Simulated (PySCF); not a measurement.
(1Z)-1-chloro-2-fluorobuta-1,3-diene (C4H4ClF), SMILES C=C/C(F)=C/Cl. Geometry: PBE-D3(BJ)/def2-SVP. Other conformers were not sampled.

Computed equilibrium geometry at PBE-D3(BJ)/def2-SVP (PySCF confirms it by a frequency run) as Cartesian coordinates in Å, and its point group (one conformer of several):
point group Cs.
```xyz
10

C     -0.0111     2.9271     0.0000
C      0.6796     1.7654     0.0000
C      0.0562     0.4536     0.0000
F     -1.2876     0.4385     0.0000
C      0.7468    -0.7162     0.0000
Cl    -0.0155    -2.2587     0.0000
H     -1.1114     2.9308     0.0000
H      0.5080     3.8961     0.0000
H      1.7818     1.7655     0.0000
H      1.8452    -0.7201     0.0000
```
